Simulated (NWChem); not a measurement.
# BHSF₂; SMILES FB(F)S

```xyz
5

B      0.0093    -0.4739     0.0000
F      1.1384    -1.1626     0.0000
F     -1.1406    -1.1309     0.0000
S      0.0876     1.3399     0.0000
H     -1.2473     1.5335     0.0000
```
Atoms are numbered in this order, from 1.

Coordinates come from a B3LYP/6-31G* (spherical d) optimisation.

Give the principal values of the shielding tensors (ppm) of B1, F2, F3, S4 from PBE0/pcSseg-2, GIAO (NWChem), with their diamagnetic and paramagnetic parts as GIAO splits them.


| atom | σ11 | σ22 | σ33 | isotropic | diamagnetic | paramagnetic |
|---|---|---|---|---|---|---|
| B1 | 42.4 | 76.7 | 90.1 | 69.7 | 196.4 | -126.7 |
| F2 | 91.4 | 302.8 | 354.8 | 249.6 | 468.3 | -218.7 |
| F3 | 91.9 | 305.5 | 328.5 | 242.0 | 468.7 | -226.8 |
| S4 | 535.0 | 623.5 | 795.8 | 651.4 | 1056.8 | -405.3 |
